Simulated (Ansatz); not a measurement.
Ansatz (a program for electronic structure) job for NbSFCl2, SMILES [F][Nb](=[S])([Cl])[Cl], multiplicity 1, PBE/def2-SVPD. The structure is a stationary point at PBE-D3(BJ)/def2-SVP. The spin state was assumed, not searched. The structure was generated by enumeration; whether it is a known compound was not checked. The def2 effective core potentials stand for the cores of Nb; spin–orbit coupling is left out.

Ansatz 0.2 input:
```yaml
crystal:
  periodic: [false, false, false]
  atoms:
    - {symbol: Nb, position_ang: [-0.21519194, -0.04375312, 0.00000000]}
    - {symbol: S, position_ang: [0.72457431, -1.97395094, 0.00000002]}
    - {symbol: F, position_ang: [-2.05696629, -0.31060217, 0.00000001]}
    - {symbol: Cl, position_ang: [0.46301109, 1.06389741, -1.88355757]}
    - {symbol: Cl, position_ang: [0.46301110, 1.06389744, 1.88355755]}
basis:
  gaussian:
    orbitals: def2-SVPD
hamiltonian:
  xc: {name: PBE}
```

Program output:

```
WARN ansatz: RAYON_NUM_THREADS=1 ignored (pool sized by the plan → 1); use --threads N
Functional definition: PBE
integrals: 0.09 GiB planned
1284 factors; their error is unknown
mean field: 0.50 GiB planned
mean field evaluation 1: about -40122.5253 eV, gradient 4.2e1 eV
mean field evaluation 2: about -40064.8947 eV, gradient 1.9e2 eV
mean field evaluation 4: about -40121.1044 eV, gradient 4.4e1 eV
mean field evaluation 8: about -40125.9081 eV, gradient 4.7e-1 eV
mean field evaluation 16: about -40125.8782 eV, gradient 1.4e-4 eV
mean field -40125.87818218 eV, -1474.5988248980 hartree, gradient 3.5e-5 eV, S^2 0.000000; 0 other end points of the search recorded, 0 dependent functions left out
reference -40125.87823536 eV, -1474.5988268522 hartree; 36, 36 occupied and 102, 102 virtual orbitals, 1284 factors
Total energy: -40125.87823536 eV, -1474.5988268522 hartree
```

Self-consistency was reached.

Cost: around 5 core-seconds (rough).
